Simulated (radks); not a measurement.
Values are calculated unless marked as measured or tabulated.
Question: These are the eigenvalues of the occupied orbitals of an atom or ion with whole-number occupations (hartree). Code: a radial shooting solver on a logarithmic mesh with Libxc functionals. Model: Dirac Kohn-Sham, SOGGA, spin-unpolarised, spherical densities, point nucleus.

orbital  eigenvalue
1s1/2     -402.9972
2s1/2     -50.97742
2p1/2     -45.42636
2p3/2     -44.25639
3s1/2      -6.81141
3p1/2      -4.98078
3p3/2      -4.82357
3d3/2      -1.71648
3d5/2      -1.69477
4p1/2      -0.57379
4f5/2      -0.02184

Which element is it, and in what charge state? The configuration may be excited. Open shells, if any, fill j = l - 1/2 first.

Answer: Z = 32, germanium, charge 0: Ge in [Ar] 3d10 4p2 4f2. The list shows which subshells hold electrons but not how many an open one holds; the 1s level, -403 hartree, gives Z - s = 28.4 by -(Z - s)^2/2, which with screening and relativity narrows Z to a few neighbours, and the depths of the outer levels then fix element, charge and occupations together.
